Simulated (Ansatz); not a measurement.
Input for Ansatz (development build ahead of 0.2.0):

```yaml
crystal:
  periodic: [false, false, false]
  atoms:
    - { symbol: Si, position_ang: [-0.00177, -0.00961, 0.00211] }
    - { symbol: F, position_ang: [0.9229, 0.91266, 0.9095] }
    - { symbol: F, position_ang: [0.91472, -0.91993, -0.92487] }
    - { symbol: F, position_ang: [-0.90907, 0.92293, -0.91781] }
    - { symbol: F, position_ang: [-0.91413, -0.90709, 0.91124] }
basis:
  gaussian: { orbitals: def2-TZVP }
hamiltonian:
  xc: hf
```

The input is written out in the form of the current development build from the run's settings.

Results

```json
{"Converged": "yes", "Total energy": "-687.17448 hartree", "Spin squared of the determinant": "0.000"}
```
